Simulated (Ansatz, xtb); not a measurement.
**Relative energy of two isomers of CH12GeSi3**

Structure I is `[SiH3]C[SiH2][GeH2][SiH3]`, a singlet and structure II is `C[SiH2][SiH2][GeH2][SiH3]`, a singlet. Both are isolated molecules in the gas phase, relaxed with PBE-D3(BJ)/def2-SVP; each stands in its lowest conformer found.

Problem. Estimate which is lower in electronic energy at CCSD(T)/def2-SVP + ΔMP2/def2-TZVPP, and by roughly how much.

Solution. Too close to call at this level: CCSD(T)/def2-SVP + ΔMP2/def2-TZVPP gives E(II) − E(I) = −0.86 kcal/mol.

How the difference moves with the method:

```tsv
level	geometry	E(II) − E(I) (kcal/mol)	departure from the last row (kcal/mol)	job, with rough time for the two
PBE-D3(BJ)/def2-SVP	PBE-D3(BJ)/def2-SVP	−4.21	−3.34	optimisation, 1.8 min
HF/def2-SVP	PBE-D3(BJ)/def2-SVP	−0.56	+0.31	part of the CCSD(T) run
MP2/def2-SVP	PBE-D3(BJ)/def2-SVP	−0.49	+0.38	part of the CCSD(T) run
CCSD(T)/def2-SVP	PBE-D3(BJ)/def2-SVP	−1.46	−0.60	single point
CCSD(T)/def2-SVP + ΔMP2/def2-TZVPP	PBE-D3(BJ)/def2-SVP	−0.86		single point, 71 s
```

As drawn, II has 1 Si–Si, 1 C–H in place of 1 C–Si, 1 Si–H.

The largest departure from CCSD(T)/def2-SVP + ΔMP2/def2-TZVPP is that of PBE-D3(BJ)/def2-SVP, 3.34 kcal/mol. Levels run at GFN2-xTB geometries aren't shown. The last row adds to CCSD(T) the change of the MP2 difference between the two basis sets, here +0.60 kcal/mol.

With thermal terms from frequencies at re-optimised GFN2-xTB minima (ideal gas, soft modes damped towards free rotors, one conformer each, 298.15 K, 1 atm): on the last row, ΔE + ΔZPE = +0.55, ΔH = +0.82, ΔG = +0.08 kcal/mol.

The correlated steps freeze 25 core orbitals; the filled d shell of Ge is correlated, in a basis made for valence electrons. Programs: Ansatz 0.2.0, xtb 6.7.1; the last row on 4 threads of Arm Neoverse V2 on a shared host.
